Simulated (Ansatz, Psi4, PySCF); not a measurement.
I (SMILES [I]), doublet (all electrons, no relativity). Base run: PySCF with WB97X-V/6-311G**.

Here is a job for PySCF.
```python
from pyscf import gto, scf, dft

mol = gto.M(
    atom='''
I     0.00000000    0.00000000    0.00000000
''',
    basis='6-311g**',
    spin=1,
    verbose=4,
)

mf = dft.UKS(mol)
mf.xc = 'wb97x_v'
mf.kernel()
```

The same geometry, method and basis name were run in Ansatz (a quantum-chemistry and plane-wave program) and Psi4 and PySCF, at each program's defaults and at the settings that a row names. The base is PySCF at its defaults. Differences at the defaults can come from grids, fitting, cores and function types together.

```
code and settings                                                               ΔE vs base (µEh)  basis functions       E (Eh)  SCF cycles        outcome
------------------------------------------------------------------------------  ----------------  ---------------  -----------  ----------  -------------
PySCF, defaults (exact integrals, its default grid, spherical functions)                     0.0               62  -6919.07038           8      converged
Ansatz, defaults (factorised integrals, its default grid, spherical functions)               0.4               62  -6919.07038           -      converged
PySCF, fine grid                                                                             2.0               62  -6919.07038           8      converged
Psi4, exact integrals, spherical functions, fine grid                                          -                -            -           -  input refused
Ansatz, high accuracy                                                                        0.3               62  -6919.07038           -      converged
```

Open shells are given as the SCF converged; they aren't shown to be the lowest states, and a large step between rows can be another state.

- Psi4, exact integrals, spherical functions, fine grid: ended with `psi4.driver.qcdb.exceptions.BasisSetNotFound: BasisSet::construct: Unable to find a basis set for atom 1 for key BASIS among:`
